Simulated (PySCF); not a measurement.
## r2SCAN on Mn (manganese, neutral)

Configuration: [Ar] 3d7, high-spin 4F determinant (an excited configuration). Calculation: PySCF 2.14, in aug-cc-pwCVTZ-DK with one added diffuse shell each of s, p, d, f, g type (11s10p8d5f4g, 152 functions); scalar relativity by spin-free X2C-1e.

```
Total energy                                                  : -1158.327 hartree
One-electron energy                                           : -1599.903 hartree
Hartree (Coulomb) energy                                      : 494.262 hartree
Exchange-correlation energy                                   : -52.687 hartree
⟨S²⟩                                                          : 3.8420
⟨L²⟩                                                          : 12.071
Sum of ⟨r⟩                                                    : 20.71 bohr
Sum of ⟨r²⟩                                                   : 38.83 bohr²
Traceless quadrupole moment −½Σ⟨3z² − r²⟩ along its main axis : 0.00363 e·bohr²
Langevin diamagnetic susceptibility                           : -30.8 ×10⁻⁶ cm³/mol
Time after the integrals                                      : about 17 core-seconds
```

| shell | electrons | mean orbital energy (hartree) | spread (hartree) | rms radius, mean of both spins (bohr) |
| --- | --- | --- | --- | --- |
| 1s β | 1 | -236.68637 | 0 | 0.0704 |
| 1s α | 1 | -236.68536 | 0 | 0.0704 |
| 2s α | 1 | -27.37557 | 0 | 0.303 |
| 2s β | 1 | -27.32002 | 0 | 0.303 |
| 2p α | 3 | -23.09308 | 0.00002 | 0.274 |
| 2p β | 3 | -23.05097 | 0 | 0.274 |
| 3s α | 1 | -3.06746 | 0 | 0.924 |
| 3s β | 1 | -2.91698 | 0 | 0.924 |
| 3p α | 3 | -1.88043 | 0.00006 | 1.00 |
| 3p β | 3 | -1.73291 | 0.00004 | 1.00 |
| 3d α | 5 | -0.09694 | 0.03208 | 2.09 |
| 3d β | 2 | -0.02820 | 0.00006 | 2.09 |

⟨S²⟩ = 3.84 against 3.75 shows spin contamination.

Densities and radii are taken from the X2C orbitals without a picture-change correction, which distorts them close to the nucleus.
